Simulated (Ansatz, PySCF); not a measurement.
HNaO, charge +1, doublet, geometry from GFN2-xTB (such geometries of metal compounds can be far from the true shape) (a state made from the parent by changing its charge; the spin is typed, not shown lowest). Base run: B3LYP/cc-pVDZ in PySCF.

Here is a job for PySCF.
```python
from pyscf import gto, scf, dft

mol = gto.Mole()
mol.atom = '''
    Na   -0.00000000   -0.00000000   -0.98015460
    O     0.00000000    0.00000000    1.08981044
    H     0.00000000    0.00000000    2.06321711
'''
mol.basis = 'cc-pvdz'
mol.charge = 1
mol.spin = 1
mol.verbose = 4
mol.build()

mf = dft.UKS(mol)
mf.xc = 'b3lyp'
mf.kernel()
```

The same geometry, method and basis name were run in Ansatz (a first-principles code) and PySCF, at each program's defaults and at the settings that a row names. The base is PySCF at its defaults. Differences at the defaults can come from grids, fitting, cores and function types together.

| code and settings | ΔE vs base (µEh) | basis functions | E (Eh) | SCF cycles |
|---|---|---|---|---|
| PySCF, defaults (exact integrals, its default grid, spherical functions) | 0.0 | 37 | -237.85846 | 8 |
| Ansatz, defaults (factorised integrals, its default grid, spherical functions) | -77.1 | 37 | -237.85854 | - |
| PySCF, density fitting with def2-universal-jkfit | -23.6 | 37 | -237.85849 | 8 |
| PySCF, fine grid | 0.9 | 37 | -237.85846 | 8 |
| Ansatz, high accuracy | -77.2 | 37 | -237.85854 | - |

Open shells are given as the SCF converged; they aren't shown to be the lowest states, and a large step between rows can be another state.
